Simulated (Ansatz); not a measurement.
Mulliken charges of FH₃O₂SeZr (`[OH][Zr]([OH])([F])[SeH]`) from B3LYP/def2-TZVPP in Ansatz (PBE0-D4/def2-TZVP geometry).

| atom | x (Å) | y (Å) | z (Å) | charge (e) |
| --- | --- | --- | --- | --- |
| O1 | -0.602 | 1.612 | -0.226 | -0.517 |
| Zr2 | 0.085 | -0.160 | -0.345 | 1.306 |
| O3 | 1.971 | -0.275 | -0.132 | -0.514 |
| F4 | -0.438 | -0.875 | -2.036 | -0.400 |
| Se5 | -0.894 | -1.593 | 1.599 | -0.303 |
| H6 | -0.796 | 2.532 | -0.070 | 0.189 |
| H7 | 2.913 | -0.146 | -0.057 | 0.191 |
| H8 | -2.240 | -1.096 | 1.267 | 0.048 |

By hand: the dipole of these point charges (1 e Å = 4.8032 D).

Σ q r = (0.154, 0.330, 0.101) e Å, of length 0.378 e Å = 1.82 D.

How does the dipole of the full density compare? (An estimate is asked.)

Ansatz gave: (0.374, 0.647, 0.037) e Å, 3.59 D; the point charges give 0.51 times that, at 14° from its direction.

Point charges leave out the atoms' own dipoles, such as those of lone pairs, and Mulliken's split depends on the basis, so the two needn't agree.

B3LYP here is the variant with VWN-RPA as its local correlation; programs differ in this.
